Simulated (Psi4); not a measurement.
chromium atom (Cr), septet; HF/def2-SVP run with Psi4 1.11.

Here is a job for Psi4.
```
memory 2 GB

molecule mol {
0 7
  Cr    0.000000    0.000000    0.000000
}

set basis def2-svp
set reference uhf

energy('scf')
print_variables()
```

The log (banner, timings and long lists left out):

```
   => Loading Basis Set <=

    Name: DEF2-SVP
    Role: ORBITAL
    Keyword: BASIS

         ---------------------------------------------------------
                                   SCF
               by Justin Turney, Rob Parrish, Andy Simmonett
                          and Daniel G. A. Smith
                              UHF Reference
         ---------------------------------------------------------

  ==> Geometry <==

    Molecular point group: d2h
    Geometry (in Angstrom), charge = 0, multiplicity = 7:

       Center              X                  Y                   Z               Mass
    ------------   -----------------  -----------------  -----------------  -----------------
         CR           0.000000000000     0.000000000000     0.000000000000    51.940506230000

  Running in d2h symmetry.

  Rotational constants: A = ************  B = ************  C = ************ [cm^-1]
  Rotational constants: A = ************  B = ************  C = ************ [MHz]
  Nuclear repulsion =    0.000000000000000

  Charge       = 0
  Multiplicity = 7
  Electrons    = 24
  Nalpha       = 15
  Nbeta        = 9

  ==> Algorithm <==

  SCF Algorithm Type is DF.
  DIIS enabled.
  MOM disabled.
  Fractional occupation disabled.
  Guess Type is CORE.
  Energy threshold   = 1.00e-06
  Density threshold  = 1.00e-06
  Integral threshold = 1.00e-12

  ==> Primary Basis <==

  Basis Set: DEF2-SVP
    Blend: DEF2-SVP
    Number of shells: 11
    Number of basis functions: 31
    Number of Cartesian functions: 36
    Spherical Harmonics?: true
    Max angular momentum: 3

   => Loading Basis Set <=

    Name: (DEF2-SVP AUX)
    Role: JKFIT
    Keyword: DF_BASIS_SCF

  ==> Integral Setup <==

  SCF_SUBTYPE=INCORE selected. In-core MEM_DF algorithm will be used.
  Using in-core AOs.

  ==> MemDFJK: Density-Fitted J/K Matrices <==

    J tasked:                   Yes
    K tasked:                   Yes
    wK tasked:                   No
    Algorithm:                 Core
    Schwarz Cutoff:           1E-12
    Mask sparsity (%):       0.0000
    Fitting Condition:        1E-10

   => Auxiliary Basis Set <=

  Basis Set: (DEF2-SVP AUX)
    Blend: DEF2-UNIVERSAL-JKFIT
    Number of shells: 58
    Number of basis functions: 264
    Number of Cartesian functions: 377
    Spherical Harmonics?: true
    Max angular momentum: 6

  Minimum eigenvalue in the overlap matrix is 1.2157773840E-01.
  Reciprocal condition number of the overlap matrix is 5.7994372938E-02.
    Using symmetric orthogonalization.

  ==> Pre-Iterations <==

  SCF Guess: Core (One-Electron) Hamiltonian.

   -------------------------------------------------------
    Irrep   Nso     Nmo     Nalpha   Nbeta   Ndocc  Nsocc
   -------------------------------------------------------
     Ag         9       9       5       3       3       2
     B1g        2       2       1       0       0       1
     B2g        2       2       1       0       0       1
     B3g        2       2       1       0       0       1
     Au         1       1       0       0       0       0
     B1u        5       5       2       2       2       0
     B2u        5       5       2       2       2       0
     B3u        5       5       3       2       2       1
   -------------------------------------------------------
    Total      31      31      15       9       9       6
   -------------------------------------------------------

  ==> Iterations <==

                           Total Energy        Delta E     RMS |[F,P]|

    Occupation by irrep:
             Ag   B1g   B2g   B3g    Au   B1u   B2u   B3u
    DOCC [     3,    0,    0,    0,    0,    2,    2,    2 ]
    SOCC [     2,    0,    1,    0,    0,    1,    1,    1 ]
    NA   [     5,    0,    1,    0,    0,    3,    3,    3 ]
    NB   [     3,    0,    0,    0,    0,    2,    2,    2 ]

   @DF-UHF iter   1: -1037.88122580691652   -1.03788e+03   1.00944e-01 ADIIS
    Occupation by irrep:
             Ag   B1g   B2g   B3g    Au   B1u   B2u   B3u
    DOCC [     3,    0,    0,    0,    0,    2,    2,    2 ]
    SOCC [     3,    1,    1,    1,    0,    0,    0,    0 ]
    NA   [     6,    1,    1,    1,    0,    2,    2,    2 ]
    NB   [     3,    0,    0,    0,    0,    2,    2,    2 ]

   @DF-UHF iter   2: -1040.17131193724845   -2.29009e+00   1.12798e-01 ADIIS
   @DF-UHF iter   3: -1042.65279256775079   -2.48148e+00   6.04818e-02 ADIIS/DIIS
   @DF-UHF iter   4: -1043.18924947283153   -5.36457e-01   7.62606e-03 ADIIS/DIIS
   @DF-UHF iter   5: -1043.19427740063247   -5.02793e-03   5.53007e-03 ADIIS/DIIS
   @DF-UHF iter   6: -1043.19698967312252   -2.71227e-03   5.12360e-04 ADIIS/DIIS
   @DF-UHF iter   7: -1043.19704093791870   -5.12648e-05   2.02201e-04 ADIIS/DIIS
   @DF-UHF iter   8: -1043.19704890301978   -7.96510e-06   9.03823e-06 DIIS
   @DF-UHF iter   9: -1043.19704892385835   -2.08386e-08   6.21376e-06 DIIS
   @DF-UHF iter  10: -1043.19704892798040   -4.12206e-09   1.44990e-06 DIIS
   @DF-UHF iter  11: -1043.19704892824006   -2.59661e-10   2.89015e-07 DIIS
  Energy and wave function converged.

  ==> Post-Iterations <==

   @Spin Contamination Metric:   1.533668663E-05
   @S^2 Expected:                1.200000000E+01
   @S^2 Observed:                1.200001534E+01
   @S   Expected:                3.000000000E+00
   @S   Observed:                3.000000000E+00

    Orbital Energies [Eh]
    ---------------------

    Alpha Occupied:

[...]
    Alpha Virtual:

[...]
       5B1u    3.338834

    Beta Occupied:

[...]
    Beta Virtual:

[...]
       5B2u    3.575351

    Final Occupation by Irrep:
             Ag   B1g   B2g   B3g    Au   B1u   B2u   B3u
    DOCC [     3,    0,    0,    0,    0,    2,    2,    2 ]
    SOCC [     3,    1,    1,    1,    0,    0,    0,    0 ]
    NA   [     6,    1,    1,    1,    0,    2,    2,    2 ]
    NB   [     3,    0,    0,    0,    0,    2,    2,    2 ]

  @DF-UHF Final Energy: -1043.19704892824006

   => Energetics <=

    Nuclear Repulsion Energy =              0.0000000000000000
    One-Electron Energy =               -1439.5976669596761894
    Two-Electron Energy =                 396.4006180314360677
    Total Energy =                      -1043.1970489282400649

  UHF NO Occupations:
  HONO-2 :    1B1g 1.0000000
  HONO-1 :    6 Ag 1.0000000
  HONO-0 :    1B3g 1.0000000
  LUNO+0 :    3B3u 0.0000025
  LUNO+1 :    3B1u 0.0000025
  LUNO+2 :    3B2u 0.0000025
  LUNO+3 :    7 Ag 0.0000001

Computation Completed

Properties will be evaluated at   0.000000,   0.000000,   0.000000 [a0]

Properties computed using the SCF density matrix

 Multipole Moments:

 ------------------------------------------------------------------------------------
     Multipole            Electronic (a.u.)      Nuclear  (a.u.)        Total (a.u.)
 ------------------------------------------------------------------------------------

 L = 1.  Multiply by 2.5417464519 to convert [e a0] to [Debye]
 Dipole X            :          0.0000000            0.0000000            0.0000000
 Dipole Y            :          0.0000000            0.0000000            0.0000000
 Dipole Z            :          0.0000000            0.0000000            0.0000000
 Magnitude           :                                                    0.0000000

 ------------------------------------------------------------------------------------

  Variable Map:
  ----------------------------------------------------------------------------
[...]
  Array Variable Map:
  ----------------------------------------------------------------------------
[...]
[...]
```
